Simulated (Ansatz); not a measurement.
The cluster Nb3Te6⁺, relaxed as a singlet with RKS r2SCAN-D4/def2-SVP in Ansatz, starting from packed atoms. Force threshold 0.03 eV/Å.

In the def2 sets Nb, Te take a core potential; there is no spin–orbit coupling. The restricted singlet is unstable towards broken spin symmetry in Hartree–Fock (as tested in another run); at r2SCAN-D4/def2-SVP this wasn't settled. The structure comes from a short search, and lower isomers may exist.

Start:

```xyz
9

Nb   -0.0627   -1.7306    1.2462
Nb    2.1932    2.1357   -0.8456
Nb   -3.2610    0.6909    1.7779
Te    2.7674   -0.2047    1.1049
Te   -2.6272   -1.2226   -0.4499
Te   -0.1381    1.3654    1.4786
Te    1.1134   -3.6990   -0.7840
Te   -0.4534    3.0240   -1.9416
Te    0.4683   -0.3589   -1.5865
```

Estimate the energy that the relaxation releases and the steps that it takes.

1262.4 kJ/mol, in 35 steps; 25 min on 4 threads of Intel Xeon on a shared host. No frequencies were taken in this run, so the end may be a saddle point.

Does the start keep its bonding?

Bonds formed: Nb3–Te7 (atoms count from 1). Metal–metal contacts that move far: Nb1–Nb2 4.94 to 3.09 Å, Nb1–Nb3 4.05 to 2.57 Å.

Predict the relaxed structure.


```csv
atom,x (Å),y (Å),z (Å)
Nb1,-0.090,-1.181,-0.153
Nb2,0.877,1.720,-0.594
Nb3,-1.839,-1.403,1.718
Te4,2.604,-0.101,0.105
Te5,-2.611,-1.955,-0.782
Te6,-1.061,1.108,1.401
Te7,0.539,-2.570,2.088
Te8,1.887,3.917,-1.235
Te9,-0.306,0.464,-2.548
```
Bond lengths (bridged metal pairs left out): 12 × Nb–Te 2.50 to 2.93 Å.
